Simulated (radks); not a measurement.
Values are calculated unless marked as measured or tabulated.
Q: All-electron atom: Ce in [Xe] 4f1 5d2 7s1 (not the ground configuration). Level of theory: Dirac Kohn-Sham, BLYP, spin-unpolarised, spherical densities, finite nucleus; open shells fill j = l - 1/2 first; Fermi nuclear charge, rms radius 4.8771 fm (a radial shooting solver on a logarithmic mesh with Libxc functionals). Some entries of the table are withheld. Estimate them.

orbital  occ.  eigenvalue (hartree)  <r> (bohr)  <r^2> (bohr^2)
1s1/2       2             -1478.695         (1)       0.0008208
2s1/2       2                   (2)      0.1047         0.01300
2p1/2       2             -223.4958     0.08794        0.009532
2p3/2       4             -207.0769     0.09414         0.01079
3s1/2       2             -50.97740      0.2783         0.08866
3p1/2       2             -45.38708      0.2681         0.08354
3p3/2       4             -42.16144      0.2803         0.09108
3d3/2       4             -32.37738      0.2514         0.07458
3d5/2       6             -31.68459      0.2552         0.07672
4s1/2       2             -10.33013      0.6373          0.4584
4p1/2       2              -8.25404      0.6561          0.4897
4p3/2       4              -7.56006      0.6834          0.5311
4d3/2       4                   (3)      0.7389          0.6334
4d5/2       6                   (4)      0.7486          0.6500
5s1/2       2              -1.51928       1.522           2.605
5p1/2       2              -0.95592       1.715           3.336
5p3/2       4              -0.85598       1.800           3.679
4f5/2       1              -0.23267       1.111           1.652
5d3/2       2              -0.16199       2.869           9.801
7s1/2       1              -0.04069       10.85             (5)

A: 
(1) 1s1/2 <r> (bohr): 0.02457
(2) 2s1/2 eigenvalue (hartree): -236.6873
(3) 4d3/2 eigenvalue (hartree): -4.15059
(4) 4d5/2 eigenvalue (hartree): -4.02906
(5) 7s1/2 <r^2> (bohr^2): 129.0
